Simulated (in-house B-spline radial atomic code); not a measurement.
**Functionals against successive ionisation energies: Gd to Gd³⁺**

Ionisation energies as differences of self-consistent total energies from an all-electron radial atomic-structure program (B-spline basis): all electrons, radial basis limit, scalar-relativistic (one-electron X2C), spin-polarised at highest spin, spherical densities; exact exchange is averaged over the determinants of each configuration. No spin-orbit coupling, Breit or QED terms. NIST's values run from ground level to ground level, so in open shells the differences also hold multiplet and fine-structure energies that spherical high-spin averages miss. Columns give computed minus NIST, in eV; a star marks a semi-empirical value. Species are left out where the tabulated value is theory, is uncertain by more than 0.12 eV, or (13 ions, such as In⁴⁺, Te⁴⁺ and Bi⁴⁺) lies off its series for all methods alike, which flatters the means a little.

| species | shell | NIST (eV) | PBEsol | BHandHLYP | AM05 | OLYP |
| --- | --- | --- | --- | --- | --- | --- |
| Gd | 6s | 6.15 | -0.19 | -0.26 | -0.24 | -0.33 |
| Gd⁺ | 6s | 12.08 ± 0.02* | +0.46 | -0.02 | +0.44 | +0.07 |
| Gd²⁺ | 5d | 20.54 ± 0.03* | -0.22 | -0.29 | -0.28 | -0.30 |
| Gd³⁺ | 4f | 44.44 ± 0.08* | +0.99 | +0.01 | +1.04 | +1.60 |

(1) How do the methods rank, and which species is hardest?

Results:

(1) Mean absolute (signed) differences: BHandHLYP 0.14 (-0.14) eV; PBEsol 0.47 (+0.26) eV; AM05 0.50 (+0.24) eV; OLYP 0.58 (+0.26) eV. For Gd²⁺, which loses a 5d electron, the nearest method is off by -0.22 eV, the largest such miss.
